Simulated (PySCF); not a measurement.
Working out the ionisation energy of As

As [Ar] 3d10 4s2 4p3 (4S) → As⁺ [Ar] 3d10 4s2 4p2 (3P). All numbers are calculated (PySCF 2.14, scalar relativity through the core potential, in aug-cc-pwCVDZ-PP with ECP10MDF). Frozen: 3s2 3p6 3d10. Energies in hartree (1 hartree = 27.21139 eV):

```tsv
part	As (lower)	As⁺ (upper)
UHF	-331.198331	-330.851977
CCSD correlation	-0.075932	-0.063299
(T)	-0.001408	-0.000920
```

Problem. What does Hartree-Fock give?

Solution. (-330.851977) − (-331.198331) = 0.346354 hartree = 9.425 eV.

Problem. What do CCSD and CCSD(T) give?

Solution. The CCSD correlation energies differ by 0.012633 hartree = 0.344 eV and the triples by 0.000488 hartree = 0.013 eV, so CCSD gives 9.769 eV and CCSD(T) 9.782 eV.

Measured between the centres of the two terms (NIST): 10.008 eV, so CCSD(T) (valence) is off by -0.226 eV.

A double-zeta basis recovers only part of the correlation energy.

What remains against the reference includes basis incompleteness, the frozen core and higher excitations.
